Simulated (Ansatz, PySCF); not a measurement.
Pair of molecules: H2O (SMILES O) (first 3 atoms) with ClH3Si (SMILES [SiH3]Cl); geometry from B3LYP-D3(BJ)/def2-TZVP.
(charge 0, multiplicity 1):
```xyz
8

O      0.096    -0.381     0.076
H      0.785    -0.954    -0.277
H      0.566     0.326     0.534
Si    -0.450    -0.941     3.207
Cl     0.933     0.614     3.126
H     -0.712    -1.185     4.640
H      0.152    -2.137     2.593
H     -1.680    -0.518     2.520
```

Interaction energies are E(AB) − E(A) − E(B) at the monomers' geometry in the complex; basis-set methods are counterpoise corrected.

Rows in 6-31G* carry no dispersion term and start afresh at each structure (6-31G* with six Cartesian d functions).

The values were computed with Ansatz (Gaussian basis) for Hartree–Fock, density functionals and correlated methods; PySCF for 6-31G* rows, the dispersion terms. Each number belongs to the level named beside it.

```tsv
level	interaction energy (kcal/mol)
SVWN5/def2-TZVPPD	-5.27
PBE/def2-TZVPPD	-2.12
PBE-D3(BJ)/def2-TZVPPD	-3.21
BLYP-D3(BJ)/def2-TZVPPD	-2.80
revPBE-D3(BJ)/def2-TZVPPD	-2.62
B3LYP/6-31G*	-1.64
B3LYP-D3(BJ)/def2-TZVPPD	___
PBE0-D3(BJ)/def2-TZVPPD	-3.17
wB97M-V/def2-TZVPPD	-3.17
```

Task: Some entries are withheld; supply them.

Result: 
- B3LYP-D3(BJ)/def2-TZVPPD, interaction energy (kcal/mol): -3.10

Ansatz is an electronic-structure program.
